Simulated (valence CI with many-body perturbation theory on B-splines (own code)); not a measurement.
## Zr25+: calculated level list

Level of theory: configuration interaction combined with many-body perturbation theory (CI+MBPT): five valence electrons over a frozen Dirac-Fock core [Ne], a basis of 11 s, 11 p, 10 d, 8 f, 5 g, 2 h functions for each j, with the one-electron correlation potential Σ1, the two-electron term Σ2, the three-electron term Σ3, Breit, model QED; selected CI, second order for the rest, scaled by the run's own slope (own B-spline code, finite nucleus).

No measured spectrum was set against this ion. As an estimate, levels of excited configurations hold to 0.05 to 0.15 % of their energy, terms of the ground configuration to about 0.5 %. Among the levels kept, up to 3700 cm⁻¹ of a level comes from second order outside the variational space, and about a tenth of that is noise between levels of different J, which matters for small intervals.

Levels 46 to 90 of 168, with energies above the lowest level, 3s2 3p3 4S°_3/2. "Leading %" is the weight of the configuration and term that name the level; weights of strongly mixed levels are sums over their largest components and can fall short. In the jj column 3d3/2^4 stands for four electrons in 3d with j = 3/2. Lifetimes count E1, E2, E3, M1 and M2 decay at the calculated energies, and are blank where another channel may lead or the interval is too uncertain; long ones can be off by a factor of two.

```
No.  Configuration  Term     J  E (eV)  Leading %  Lifetime     Second component                     Leading jj
 46      3s 3p3 3d   6D°   9/2  178.17         83    915 ps   14 % 3s 3p3 3d 4F°  3s 3p1/2^2 3p3/2 3d5/2 (57 %)
 47            3p5   2P°   3/2  180.37         54   36.1 ps   33 % 3s 3p3 3d 2P°         3p1/2^2 3p3/2^3 (54 %)
 48      3s 3p3 3d   4F°   3/2  184.93         52    104 ps   20 % 3s 3p3 3d 4D°  3s 3p1/2^2 3p3/2 3d3/2 (40 %)
 49      3s 3p3 3d   4D°   5/2  186.19         42    124 ps   14 % 3s 3p3 3d 4F°  3s 3p1/2^2 3p3/2 3d5/2 (48 %)
 50      3s 3p3 3d   4D°   7/2  191.63         56    280 ps   18 % 3s 3p3 3d 6D°  3s 3p1/2 3p3/2^2 3d5/2 (62 %)
 51      3s 3p3 3d   4D°   3/2  192.98         58    152 ps   26 % 3s 3p3 3d 4F°  3s 3p1/2 3p3/2^2 3d3/2 (62 %)
 52      3s 3p3 3d   4D°   1/2  193.15         85    212 ps                       3s 3p1/2 3p3/2^2 3d5/2 (36 %)
 53      3s 3p3 3d   4F°   5/2  193.50         45    108 ps   30 % 3s 3p3 3d 4D°  3s 3p1/2 3p3/2^2 3d3/2 (65 %)
 54      3s 3p3 3d   2P°   1/2  195.58         44   51.4 ps         38 % 3p5 2P°           3p1/2 3p3/2^4 (38 %)
 55      3s 3p3 3d   4F°   7/2  195.87         54    146 ps   13 % 3s 3p3 3d 4G°  3s 3p1/2 3p3/2^2 3d3/2 (58 %)
 56      3s 3p3 3d   4G°   5/2  197.08         50   40.0 ps   16 % 3s 3p3 3d 4F°  3s 3p1/2^2 3p3/2 3d3/2 (52 %)
 57      3s 3p3 3d   2S°   1/2  197.95         49   61.5 ps   13 % 3s 3p3 3d 4P°  3s 3p1/2^2 3p3/2 3d3/2 (40 %)
 58      3s 3p3 3d   4G°   7/2  199.53         46   39.9 ps   30 % 3s 3p3 3d 4F°  3s 3p1/2^2 3p3/2 3d5/2 (35 %)
 59      3s 3p3 3d   4F°   9/2  199.65         53    161 ps   30 % 3s 3p3 3d 4G°  3s 3p1/2 3p3/2^2 3d5/2 (51 %)
 60      3s 3p3 3d   4D°   1/2  202.28         67   27.4 ps          9 % 3p5 2P°  3s 3p1/2^2 3p3/2 3d5/2 (27 %)
 61      3s 3p3 3d   4F°   9/2  203.79         52   64.6 ps   38 % 3s 3p3 3d 4G°  3s 3p1/2 3p3/2^2 3d5/2 (72 %)
 62      3s 3p3 3d   2G°   7/2  204.36         50   52.1 ps   13 % 3s 3p3 3d 2F°  3s 3p1/2^2 3p3/2 3d5/2 (47 %)
 63      3s 3p3 3d   2D°   5/2  205.17         24   17.3 ps   14 % 3s 3p3 3d 4P°  3s 3p1/2^2 3p3/2 3d5/2 (30 %)
 64      3s 3p3 3d   4D°   3/2  205.38         58   23.5 ps    5 % 3s 3p3 3d 2D°  3s 3p1/2^2 3p3/2 3d3/2 (26 %)
 65      3s 3p3 3d   4P°   3/2  207.02         40   19.9 ps   16 % 3s 3p3 3d 4S°  3s 3p1/2^2 3p3/2 3d5/2 (44 %)
 66      3s 3p3 3d   4G°  11/2  207.44         95   76.0 ps   4 % 3s2 3p 3d2 4G°  3s 3p1/2 3p3/2^2 3d5/2 (95 %)
 67      3s 3p3 3d   2G°   9/2  208.75         74    101 ps    7 % 3s 3p3 3d 4F°  3s 3p1/2 3p3/2^2 3d3/2 (60 %)
 68      3s 3p3 3d   4P°   5/2  211.48         56   6.97 ps    7 % 3s 3p3 3d 2F°  3s 3p1/2 3p3/2^2 3d5/2 (31 %)
 69      3s 3p3 3d   4P°   1/2  212.23         57   31.7 ps   22 % 3s 3p3 3d 2S°  3s 3p1/2 3p3/2^2 3d5/2 (60 %)
 70      3s 3p3 3d   2D°   3/2  213.53         28   12.0 ps   15 % 3s 3p3 3d 4S°  3s 3p1/2 3p3/2^2 3d3/2 (46 %)
 71      3s 3p3 3d   4D°   7/2  213.95         42   9.36 ps   16 % 3s 3p3 3d 2G°  3s 3p1/2 3p3/2^2 3d3/2 (36 %)
 72      3s 3p3 3d   4F°   5/2  214.63         33   20.8 ps   11 % 3s 3p3 3d 2F°  3s 3p1/2 3p3/2^2 3d3/2 (52 %)
 73      3s 3p3 3d   4D°   1/2  215.76         42   7.26 ps   38 % 3s 3p3 3d 2P°  3s 3p1/2^2 3p3/2 3d3/2 (30 %)
 74      3s 3p3 3d   4F°   3/2  215.79         22   8.14 ps   19 % 3s 3p3 3d 4P°  3s 3p1/2 3p3/2^2 3d3/2 (65 %)
 75      3s 3p3 3d   4D°   5/2  215.83         62   17.9 ps   12 % 3s 3p3 3d 2D°  3s 3p1/2 3p3/2^2 3d5/2 (57 %)
 76      3s 3p3 3d   4F°   3/2  217.76         30   10.9 ps   29 % 3s 3p3 3d 4P°  3s 3p1/2 3p3/2^2 3d3/2 (55 %)
 77      3s 3p3 3d   2D°   5/2  217.83         22   9.90 ps   18 % 3s 3p3 3d 4P°  3s 3p1/2 3p3/2^2 3d3/2 (27 %)
 78      3s 3p3 3d   4F°   7/2  218.04         31   19.8 ps   19 % 3s 3p3 3d 4D°  3s 3p1/2 3p3/2^2 3d5/2 (54 %)
 79      3s 3p3 3d   4D°   3/2  218.93         28   8.06 ps   25 % 3s 3p3 3d 4F°  3s 3p1/2 3p3/2^2 3d3/2 (30 %)
 80      3s 3p3 3d   2F°   7/2  219.14         48   28.6 ps   10 % 3s 3p3 3d 4D°  3s 3p1/2 3p3/2^2 3d5/2 (53 %)
 81      3s 3p3 3d   4P°   5/2  219.36         30   15.1 ps   11 % 3s 3p3 3d 4D°  3s 3p1/2 3p3/2^2 3d5/2 (64 %)
 82      3s 3p3 3d   4F°   9/2  219.69         32   30.3 ps   24 % 3s 3p3 3d 2G°  3s 3p1/2 3p3/2^2 3d5/2 (51 %)
 83      3s 3p3 3d   4S°   3/2  220.37         34   7.64 ps   20 % 3s 3p3 3d 4P°  3s 3p1/2 3p3/2^2 3d5/2 (55 %)
 84      3s 3p3 3d   4D°   7/2  221.70         42   8.93 ps   23 % 3s 3p3 3d 2F°  3s 3p1/2 3p3/2^2 3d3/2 (38 %)
 85      3s 3p3 3d   2D°   5/2  222.38         40   12.0 ps   17 % 3s 3p3 3d 4F°  3s 3p1/2 3p3/2^2 3d5/2 (52 %)
 86      3s 3p3 3d   4P°   1/2  223.01         59   4.38 ps   10 % 3s 3p3 3d 2P°  3s 3p1/2 3p3/2^2 3d3/2 (59 %)
 87      3s 3p3 3d   2D°   3/2  224.95         37   8.25 ps   26 % 3s 3p3 3d 4D°  3s 3p1/2 3p3/2^2 3d5/2 (51 %)
 88      3s 3p3 3d   2G°   7/2  226.15         37   12.3 ps  15 % 3s2 3p 3d2 4G°  3s 3p1/2 3p3/2^2 3d3/2 (40 %)
 89     3s2 3p 3d2   4G°   5/2  226.43         57   13.8 ps    7 % 3s 3p3 3d 4G°      3s^2 3p1/2 3d3/2^2 (37 %)
 90      3s 3p3 3d   2F°   5/2  227.63         29   12.4 ps   10 % 3s 3p3 3d 4P°  3s 3p1/2 3p3/2^2 3d5/2 (52 %)
```

Names give the largest LS component (configuration and term), which can be under half, so a name can repeat, a term be missing and a line seem to break the LS rules; names also repeat where a configuration has a term twice.
